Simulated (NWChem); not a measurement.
norbornadiene (C7H8); SMILES C1=CC2CC1C=C2

```xyz
15

C     -0.6683    -1.2369     0.5158
C      0.6683    -1.2369     0.5158
C      1.1162     0.0000    -0.2750
C      0.6683     1.2369     0.5158
C     -0.6683     1.2369     0.5158
C     -1.1162     0.0000    -0.2750
C      0.0000     0.0000    -1.3480
H     -1.3404    -1.9313     1.0218
H      1.3404    -1.9313     1.0218
H      2.1584     0.0000    -0.6203
H      1.3404     1.9313     1.0218
H     -1.3404     1.9313     1.0218
H     -2.1584     0.0000    -0.6203
H      0.0000     0.9054    -1.9740
H      0.0000    -0.9054    -1.9740
```
Atoms are numbered in this order, from 1.

Level: PBE0/def2-SVP (NWChem), optimised geometry, unscaled harmonic frequencies. 

Q: List the harmonic frequencies with IR intensities, and the thermochemistry.

A: 
```tsv
frequency (cm⁻¹)	IR intensity (km/mol)
432	4.3
457	0.0
511	6.1
552	1.6
686	34.7
720	0.0
759	55.2
791	2.3
824	9.5
902	2.1
915	6.5
931	0.0
936	1.1
948	0.0
953	2.8
960	2.2
986	0.9
1029	0.2
1071	1.3
1122	0.6
1126	0.0
1195	0.5
1240	3.3
1258	0.0
1270	0.0
1272	4.7
1307	0.0
1343	24.4
1467	1.6
1648	5.8
1692	0.1
3079	35.4
3147	41.7
3149	6.0
3153	25.1
3233	0.0
3234	4.0
3258	9.1
3260	3.6
```

```yaml
zero_point_energy: 81.2 kcal/mol
thermal correction to the enthalpy at 298.15 K (with zero-point energy): 84.8 kcal/mol
heat capacity Cv: 20.8 cal/(mol K)
entropy at 298.15 K and 1 atm (symmetry number 2): 69.8 cal/(mol K)
dipole_moment: 0.02 D
```

Rigid rotor and harmonic oscillator.
